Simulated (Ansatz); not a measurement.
A run on `F[BH][GeH2][F]` with other settings.

```yaml
crystal:
  periodic: [false, false, false]
  atoms:
    - {symbol: F, position_ang: [-1.098209, -1.899684, -0.130192]}
    - {symbol: B, position_ang: [-0.069100, -1.224727, 0.326660]}
    - {symbol: Ge, position_ang: [0.154675, 0.788903, -0.162969]}
    - {symbol: F, position_ang: [-1.169768, 1.273256, -1.196533]}
    - {symbol: H, position_ang: [0.715092, -1.811443, 1.022560]}
    - {symbol: H, position_ang: [0.092001, 1.723668, 1.059332]}
    - {symbol: H, position_ang: [1.436610, 1.082128, -0.964458]}
basis:
  gaussian: {orbitals: aug-cc-pVDZ}
hamiltonian: {xc: {name: wB97}}
output: {forces: true}
```

```sh
$ ansatz run in.yaml --threads 2 --pin off --events-out ev --progress --plain --max-ram 4352MiB
```

Output, abridged:

```
Functional definition: wB97
1204 factors; their error is unknown
558 factors; integrals over basis functions are off by at most 1.1e-5 eV
mean field evaluation 1: about -62678.7643 eV, gradient 4.2e1 eV
mean field evaluation 2: about -62677.9301 eV, gradient 5.3e1 eV
mean field evaluation 4: about -62681.8865 eV, gradient 1.5e0 eV
mean field evaluation 8: about -62681.8438 eV, gradient 2.6e-2 eV
mean field -62681.84384372 eV, -2303.5152739769 hartree, gradient 2.8e-5 eV, S^2 0.000000; 0 other end points of the search recorded, 0 dependent functions left out
reference -62681.84382891 eV, -2303.5152734329 hartree; 29, 29 occupied and 103, 103 virtual orbitals, 1204 factors
Total energy: -62681.84382891 eV, -2303.5152734329 hartree
Atom 0 at    -1.098209    -1.899684    -0.130192 Å, force    -1.125837    -0.714304    -0.508031 eV/Å
Atom 1 at    -0.069100    -1.224727     0.326660 Å, force     1.015698     0.879300     0.383615 eV/Å
Atom 2 at     0.154675     0.788903    -0.162969 Å, force     0.637805    -0.170803     0.477367 eV/Å
Atom 3 at    -1.169768     1.273256    -1.196533 Å, force    -0.581849     0.207805    -0.451998 eV/Å
Atom 4 at     0.715092    -1.811443     1.022560 Å, force     0.132967    -0.123340     0.126251 eV/Å
Atom 5 at     0.092001     1.723668     1.059332 Å, force    -0.008758    -0.053829    -0.059249 eV/Å
Atom 6 at     1.436610     1.082128    -0.964458 Å, force    -0.070027    -0.024830     0.032045 eV/Å
Dipole moment:     0.441909    -0.166094     0.344913 e Å
```

Run time 7 s (2 threads of an Arm Neoverse V1 on a shared host); peak host memory 0.36 GiB.
